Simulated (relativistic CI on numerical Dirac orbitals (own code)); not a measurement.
# Sb²⁶⁺: sensitivity of the levels to the model

Base calculation: Dirac-Coulomb-Breit CI, separate exchange-only KLI orbitals for each configuration, model QED (radiative potential, 1s self-energy scaled to tabulated hydrogen-like ionisation energies), unscaled Slater integrals.

Configuration list (outside the closed core [Ne]): 3s2 3p6 3d7, 3s2 3p5 3d8, 3s2 3p4 3d9, 3s 3p6 3d8, 3p6 3d9, 3s 3p5 3d9, 3s2 3p6 3d6 4s, 3s2 3p6 3d6 4p, 3s2 3p6 3d6 4d, 3s2 3p4 3d8 4s, 3s2 3p6 3d6 4f, 3s2 3p5 3d7 4s, 3s2 3p4 3d8 4p, 3s2 3p5 3d7 4p, 3s2 3p6 3d5 4s2, 3s2 3p4 3d8 4d, 3s 3p5 3d8 4s, 3s2 3p6 3d5 4s 4p, 3s 3p5 3d8 4p, 3s2 3p6 3d6 5s, 3s2 3p5 3d7 4d, 3s 3p6 3d7 4s, 3s2 3p6 3d5 4p2, 3s2 3p6 3d6 5p, 3s2 3p6 3d5 4s 4d, 3s 3p5 3d8 4d, 3p6 3d8 4s, 3s2 3p6 3d6 5d, 3s 3p6 3d7 4p, 3s2 3p5 3d6 4s2, 3p6 3d8 4p, 3s2 3p6 3d6 5f, 3s2 3p6 3d6 5g, 3s 3p6 3d7 4d, 3s2 3p6 3d6 6p. Levels of other configurations are missing.

The lowest level and the first level of each name with at least 55 % of one term (blank where a level has no safe partner in the second run):

```tsv
Level	Base (cm⁻¹)	Shift (cm⁻¹)
3s2 3p6 3d7 4F_9/2	0	0
3s2 3p6 3d7 4F_7/2	70391	0
3s2 3p6 3d7 4P_5/2	120591	+3
3s2 3p6 3d7 4P_1/2	137210	+5
3s2 3p6 3d7 2H_11/2	157241	-3
3s2 3p6 3d7 2G_7/2	165453	0
3s2 3p6 3d7 2D_5/2	193730	+4
3s2 3p6 3d7 2F_5/2	217408	+4
3s2 3p6 3d7 2P_1/2	223516	+6
3s2 3p6 3d7 2H_9/2	230432	-2
3s2 3p6 3d7 2F_7/2	264343	+3
3s2 3p6 3d7 2D_3/2	268209	+6
3s2 3p5 3d8 4G°_11/2	1682099	+1502
3s2 3p5 3d8 2F°_7/2	1741625	+1508
3s2 3p5 3d8 2D°_5/2	1742099	+1510
3s2 3p5 3d8 2S°_1/2	1825281	+1516
3s2 3p5 3d8 4P°_5/2	1879233	+1510
3s2 3p5 3d8 2G°_7/2	1918220	+1512
3s2 3p5 3d8 2H°_11/2	1935563	+1506
3s2 3p5 3d8 4D°_3/2	1981981	+1523
3s2 3p5 3d8 2P°_3/2	2154449	+1515
```

At this charge energies of transitions that change n are usually good to better than 1 %, and those within a shell (Δn = 0) to a few per cent. Terms inside the open d or f shell come out 10 to 20 % too wide with unscaled integrals.

Problem. One thing was changed in a second run, which moved the levels as shown. Which?
A. Breit term removed
B. QED terms removed
C. non-relativistic limit
D. P86 correlation estimate
E. configuration mixing switched off

Solution. D. P86 correlation estimate. A correlation estimate moves all levels of a configuration together before mixing; mixed levels move by a weighted share.

LS names give the leading component of a level, which can be under half, so a name can repeat, a term be missing and a line seem to break the LS rules.
